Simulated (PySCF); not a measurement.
## Two-photon absorption: allyl bromide, C₃H₅Br

Geometry (Å), atoms numbered from 1 in this order:
```xyz
9

C    -1.2510   -0.3248    0.6075
C    -0.2568    0.4598    0.2159
C     0.8386    0.0074   -0.6682
Br    2.5647    0.0959    0.2600
H    -2.0461    0.0478    1.2417
H    -1.3033   -1.3664    0.3071
H    -0.2157    1.4958    0.5402
H     0.9664    0.6484   -1.5387
H     0.7181   -1.0270   -0.9815
```

Theory: PySCF, TDDFT CAM-B3LYP/aug-cc-pVTZ excited states, vertical, gas phase. Geometry: PBE0-D3(BJ)/def2-TZVP.

The calculation is non-relativistic, which matters for the atoms heavier than Zn.

Problem. How strongly do the lowest singlets absorb one photon, and two photons of half the energy?

Solution. δ for parallel linear polarisation; σ at the peak of a Lorentzian of half width 0.1 eV, single beam; Ω is circular over linear.
```csv
state,E (eV),f,photon λ (nm),δ (au),σ (GM),Ω,main
S1,5.79,0.010,428,2.42,0.03,0.92,"HOMO−1→LUMO 0.50, HOMO→LUMO 0.19"
S2,5.83,0.017,425,2.86,0.04,1.41,"HOMO→LUMO 0.33, HOMO−1→LUMO 0.25"
S3,6.65,0.157,373,132,2.14,0.74,"HOMO−2→LUMO 0.48, HOMO→LUMO 0.37"
S4,6.93,0.338,358,35.6,0.63,1.41,HOMO→LUMO+1 0.77
S5,7.05,0.025,352,31.1,0.57,1.22,"HOMO−1→LUMO+1 0.67, HOMO−1→LUMO+2 0.10"
S6,7.23,0.046,343,22.9,0.44,1.39,"HOMO−2→LUMO+1 0.53, HOMO→LUMO+2 0.27"
```

Among these, the strongest one-photon state is S4, the strongest two-photon state S3, with a dipole change of 1.6 D (relaxed, norm of the difference vector).
